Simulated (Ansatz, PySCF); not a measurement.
Ways to break one bond of S[Si](S)(Cl)Cl [dichloro-bis(sulfanyl)silane]:

A. S[Si](S)(Cl)Cl [dichloro-bis(sulfanyl)silane] → [SH] (HS) + S[Si](Cl)Cl
B. S[Si](S)(Cl)Cl -> S[Si](S)Cl + Cl atom

Quantity: bond dissociation energy (enthalpy at 298 K, with B3LYP-D3(BJ) rigid-rotor harmonic-oscillator terms from PySCF), kcal/mol. Geometries: B3LYP-D3(BJ)/def2-TZVP minima from Ansatz (a first-principles code), one conformer each, not searched for the lowest. Cores are frozen in the correlated levels unless marked. Open shells are spin-unrestricted. No spin-orbit coupling. No relativistic terms. CBS marks a two-point X^-3 extrapolation of the correlation energy; Hartree-Fock from the larger set.

|  | BLYP-D3(BJ)/def2-TZVPD (Ansatz + dftd3) | B2PLYP/def2-TZVPD (Ansatz) | CCSD(T)/cc-pV(T+d)Z (Ansatz) | CCSD(T)/CBS(cc-pV(T+d)Z,cc-pV(Q+d)Z) (Ansatz) |
|---|---|---|---|---|
| A | 80.5 | 83.3 | 85.9 | (withheld) |
| B | 99.7 | 103.3 | 104.7 | (withheld) |

Question: Some entries are withheld; supply them.

Answer: 
- A, CCSD(T)/CBS(cc-pV(T+d)Z,cc-pV(Q+d)Z) (Ansatz): 90.6
- B, CCSD(T)/CBS(cc-pV(T+d)Z,cc-pV(Q+d)Z) (Ansatz): 110.3
